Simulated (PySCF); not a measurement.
Computed IR spectrum (relative IR intensity) of a molecule H₆O₃Si₂. The structure is a stationary point at ωB97X-D3(BJ)/def2-SVP. One conformer was computed; it need not be the lowest. The numbers are results of PySCF with ωB97X-D3(BJ)/def2-SVP, not measurements. Frequencies are harmonic and unscaled.

Lines under 2 % of the strongest are left out, and lines within 2 cm⁻¹ are merged.

```
ν (cm⁻¹)  relative intensity
--------  ------------------
158                      4.7
238                       28
245                       43
301                       13
362                       47
449                      9.5
477                       32
522                       24
721                       15
731                       75
774                       72
819                       44
831                       32
855                       63
897                       50
952                       55
960                      100
978                       93
1012                      45
2220                      60
2238                      65
2263                      75
3834                      62
3920                      46
3930                      47
```

Which molecule gave these data?
(A) O[Si](O)(O)[SiH3]
(B) O[SiH](O)O[SiH3]
(C) O[SiH2][SiH](O)O
(D) O[SiH2]O[SiH2]O

C, O[SiH2][SiH](O)O
